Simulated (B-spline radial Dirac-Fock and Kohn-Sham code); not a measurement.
# X-ray scattering factor of Os⁴⁵⁺

System: Os⁴⁵⁺, configuration [Ar] 3d10 4s2 4p1.

Input file task.json (cfg lists n, l and occupation; rrms is the nuclear radius in fm):

```json
{"items": [{
  "Z": 76,
  "q": 45,
  "cfg": [[1, 0, 2], [2, 0, 2], [2, 1, 6], [3, 0, 2], [3, 1, 6], [3, 2, 10], [4, 0, 2], [4, 1, 1]],
  "A": 192,
  "rrms": 5.4126,
  "do": ["scatter"],
  "s": [0.0, 0.05, 0.1, 0.15, 0.2, 0.25, 0.3, 0.35, 0.4, 0.45, 0.5, 0.6, 0.7, 0.8, 0.9, 1.0, 1.1, 1.2, 1.4, 1.6, 1.8, 2.0, 2.5, 3.0, 3.5, 4.0, 5.0, 6.0],
  "pz": [0, 0.1, 0.2, 0.3, 0.4, 0.5, 0.6, 0.8, 1.0, 1.2, 1.4, 1.6, 1.8, 2.0, 2.5, 3.0, 4.0, 5.0, 7.0, 10.0, 15.0, 20.0, 30.0, 40.0, 60.0, 100.0],
  "hv_scatter": [2000, 5000, 8047.8, 10000, 17479.3, 20000, 100000, 1000000]
}]}
```

Run with: `python xray_run.py task.json out`

Calculated with a B-spline atomic structure program, using relativistic Hartree-Fock (Dirac-Fock) wave functions, averaged over the configuration. f₀ is the Fourier transform of the spherical electron density, S the Waller-Hartree incoherent function, and s = sin θ/λ. The electron scattering factor follows from the Mott-Bethe formula f_e = 0.023934 Å⁻¹·(Z − f₀)/s².

| s (Å⁻¹) | f₀ | S | f_e (Å) |
| --- | --- | --- | --- |
| 0 | 31.000 | 0.000 | – |
| 0.05 | 30.978 | 0.025 | 431.026 |
| 0.1 | 30.911 | 0.099 | 107.917 |
| 0.15 | 30.800 | 0.222 | 48.081 |
| 0.2 | 30.645 | 0.391 | 27.138 |
| 0.25 | 30.450 | 0.602 | 17.443 |
| 0.3 | 30.213 | 0.853 | 12.176 |
| 0.35 | 29.939 | 1.139 | 8.999 |
| 0.4 | 29.628 | 1.456 | 6.937 |
| 0.45 | 29.284 | 1.799 | 5.522 |
| 0.5 | 28.908 | 2.164 | 4.508 |
| 0.6 | 28.074 | 2.942 | 3.186 |
| 0.7 | 27.149 | 3.756 | 2.386 |
| 0.8 | 26.156 | 4.580 | 1.864 |
| 0.9 | 25.117 | 5.398 | 1.503 |
| 1 | 24.053 | 6.197 | 1.243 |
| 1.1 | 22.980 | 6.975 | 1.049 |
| 1.2 | 21.915 | 7.730 | 0.899 |
| 1.4 | 19.849 | 9.179 | 0.686 |
| 1.6 | 17.917 | 10.556 | 0.543 |
| 1.8 | 16.145 | 11.862 | 0.442 |
| 2 | 14.536 | 13.091 | 0.368 |
| 2.5 | 11.192 | 15.802 | 0.248 |
| 3 | 8.736 | 18.066 | 0.179 |
| 3.5 | 7.059 | 19.976 | 0.135 |
| 4 | 5.984 | 21.576 | 0.105 |
| 5 | 4.816 | 24.004 | 0.068 |
| 6 | 4.052 | 25.702 | 0.048 |

f₀ starts at the number of electrons, 31, and has fallen to half at s ≈ 1.88 Å⁻¹. The sum of ⟨r²⟩ over the electrons is 1.216 bohr². For an ion f_e diverges as s goes to zero, because of the net charge.
